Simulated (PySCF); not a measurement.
Below is a simulated gas-phase C 1s photoelectron spectrum of `FCC#CC(F)(F)F`.

Every computed line was given a Gaussian of 1.0 eV full width at half maximum and an area set by the number of equivalent atoms; the highest printed point is 100. The calculation used delta-SCF UKS SCAN, pcX-2 on the ionised atom, pcseg-1 elsewhere, spin-free X2C (PySCF 2.14.0).

```
binding energy (eV)  intensity
              290.4          0
              290.6          2
              290.8          6
              291.0         17
              291.2         36
              291.4         62
              291.6         87
              291.8        100
              292.0         93
              292.2         71
              292.4         44
              292.6         22
              292.8          9
              293.0          3
              293.2          1
              293.4          1
              293.6          2
              293.8          5
              294.0         12
              294.2         24
              294.4         38
              294.6         50
              294.8         51
              295.0         43
              295.2         28
              295.4         15
              295.6          6
              295.8          2
              296.0          1
              296.2          0
              296.4          0
              296.6          0
              296.8          0
              297.0          0
              297.2          0
              297.4          0
              297.6          0
              297.8          0
              298.0          0
              298.2          2
              298.4          5
              298.6         13
              298.8         26
              299.0         40
              299.2         51
              299.4         51
              299.6         41
              299.8         26
              300.0         14
              300.2          6
              300.4          2
              300.6          0
              300.8          0
```

**Question.** How many maxima does the curve show, and how many computed lines lie under it?

**Answer.** The curve has 3 maxima (at 291.8, 294.7 and 299.3 eV). Under it lie 4 lines from 4 inequivalent carbon sites. At this width some lines have no maximum of their own.

**Question.** Decompose the envelope and assign each component. Numbering: `[F:1][CH2:2][C:3]#[C:4][C:5]([F:6])([F:7])[F:8]`.

**Answer.** 
```json
{"position (eV)": "291.72", "relative area": "1", "line": "C 1s", "atoms": "C4", "environment": "alkyne carbon"}
{"position (eV)": "291.95", "relative area": "1", "line": "C 1s", "atoms": "C3", "environment": "alkyne carbon"}
{"position (eV)": "294.73", "relative area": "1", "line": "C 1s", "atoms": "C2", "environment": "sp3 C–F carbon"}
{"position (eV)": "299.30", "relative area": "1", "line": "C 1s", "atoms": "C5", "environment": "CF3 carbon"}
```

**Question.** What are the centre and the root-mean-square width of the whole band?

**Answer.** The area-weighted mean of the lines is 294.43 eV. Their own spread about it is 3.06 eV (rms) and each Gaussian has σ = 1.0/2.355 = 0.42 eV; the variances add, which gives 3.08 eV.

Lowest listed C 1s: C4, bonded to C (triple bond) and C. Highest, 7.58 eV above it: C5, bonded to 3 F and C. Summing the Pauling electronegativity differences to the bonded atoms, each weighted by its formal bond order, gives 0.00 for the lowest site and +4.29 for the highest; no listed site has a larger sum than the highest.

The curve has no shake-up lines and no vibrational structure. The unrestricted hole states depart most from a pure doublet (⟨S²⟩ = 0.75; over 0.85 named) for C 1s of C3 (0.86), which makes this value less certain. Isolated species at its PBE0-D3(BJ)/def2-SVP geometry, gas phase.
